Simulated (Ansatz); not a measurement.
GeCl(OiPr)3 (C₉H₂₁ClGeO₃). Total charge 0; singlet. Geometry r2SCAN-D4/def2-SVP.

Cartesian coordinates in Å:
```
Ge 0.055 -1.050 0.022
Cl 0.791 -3.012 0.515
O 1.248 0.124 0.578
C 2.652 -0.009 0.292
C 3.380 0.885 1.279
C 2.933 0.355 -1.158
H 2.952 -1.061 0.469
H 3.070 1.933 1.137
H 4.469 0.819 1.135
H 3.144 0.591 2.312
H 2.366 -0.294 -1.844
H 2.636 1.399 -1.350
H 4.005 0.248 -1.386
O -1.457 -0.686 0.826
C -1.545 -0.634 2.265
C -2.938 -1.111 2.634
C -1.249 0.779 2.742
H -0.800 -1.332 2.699
H -3.693 -0.450 2.180
H -3.077 -1.104 3.727
H -3.105 -2.133 2.264
H -0.237 1.083 2.433
H -1.975 1.483 2.303
H -1.319 0.844 3.839
O -0.252 -1.040 -1.706
C -1.233 -0.129 -2.250
C -1.465 -0.566 -3.683
C -0.750 1.309 -2.137
H -2.171 -0.242 -1.674
H -0.531 -0.478 -4.261
H -2.234 0.062 -4.160
H -1.794 -1.614 -3.716
H -0.567 1.586 -1.086
H 0.190 1.442 -2.696
H -1.501 2.004 -2.544
```

The 6-31G sets use Cartesian d functions. B3LYP takes the VWN-RPA correlation. Single mean-field runs in def2-TZVP are fitted with def2-universal-jkfit.

(1) Estimate the orbital energies around the gap (eV) in Ansatz with HF/6-31G, HF/def2-TZVP, PBE-D4/def2-SVP, PBE-D4/def2-TZVP, B3LYP-D4/6-31G.

Answers

(1) 
| orbital | HF/6-31G | HF/def2-TZVP | PBE-D4/def2-SVP | PBE-D4/def2-TZVP | B3LYP-D4/6-31G |
| --- | --- | --- | --- | --- | --- |
| HOMO−13 | -14.52 | -14.48 | -8.91 | -9.02 | -10.26 |
| HOMO−12 | -14.17 | -14.13 | -8.73 | -8.83 | -10.02 |
| HOMO−11 | -14.08 | -14.06 | -8.68 | -8.78 | -9.98 |
| HOMO−10 | -13.94 | -13.91 | -8.56 | -8.63 | -9.89 |
| HOMO−9 | -13.85 | -13.83 | -8.49 | -8.57 | -9.78 |
| HOMO−8 | -13.71 | -13.72 | -8.44 | -8.53 | -9.74 |
| HOMO−7 | -12.95 | -12.84 | -7.67 | -7.82 | -9.03 |
| HOMO−6 | -12.89 | -12.80 | -7.61 | -7.79 | -8.96 |
| HOMO−5 | -12.78 | -12.70 | -7.56 | -7.69 | -8.81 |
| HOMO−4 | -12.52 | -12.47 | -7.24 | -7.37 | -8.52 |
| HOMO−3 | -12.37 | -12.32 | -7.06 | -7.18 | -8.31 |
| HOMO−2 | -12.16 | -12.11 | -6.63 | -6.75 | -7.94 |
| HOMO−1 | -12.06 | -12.03 | -6.54 | -6.66 | -7.87 |
| HOMO | -11.95 | -11.89 | -6.32 | -6.45 | -7.66 |
| LUMO | 3.41 | 3.38 | -1.03 | -1.27 | -0.85 |
| LUMO+1 | 5.41 | 3.96 | 0.86 | 0.39 | 1.60 |
| LUMO+2 | 5.59 | 4.02 | 0.99 | 0.51 | 1.82 |
| LUMO+3 | 5.76 | 4.30 | 1.05 | 0.60 | 2.02 |
| LUMO+4 | 6.18 | 4.80 | 1.50 | 1.05 | 2.43 |
| LUMO+5 | 6.89 | 4.86 | 1.62 | 1.16 | 2.96 |
